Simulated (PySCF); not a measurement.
Excitation energy of W+ by level of theory

W+ [Xe] 4f14 5d4 6s1 (6D) → W+ [Xe] 4f14 5d4 6p1 (high-spin determinant), as a difference of total energies. Computed with PySCF 2.14 in aug-cc-pVDZ-PP with ECP60MDF (5s5p4d2f, 54 functions), with a scalar-relativistic core potential. Correlated levels: valence: 5s2 5p6 frozen. The calculations carry no spin-orbit coupling.

| method | excitation energy (eV) |
| --- | --- |
| UHF | 5.211 |
| MP2 (valence) | 5.345 |
| SCS-MP2 (valence) | 5.255 |
| CCSD (valence) | 5.302 |
| CCSD(T) (valence) | 5.285 |

Question: How much does correlation contribute at CCSD(T) (valence)?

Answer: 5.285 − (5.211) = 0.074 eV, measured against UHF.

The determinant of the upper state mixes LS terms, which raises its energy above the lowest term, most at the Hartree-Fock and MP2 levels.
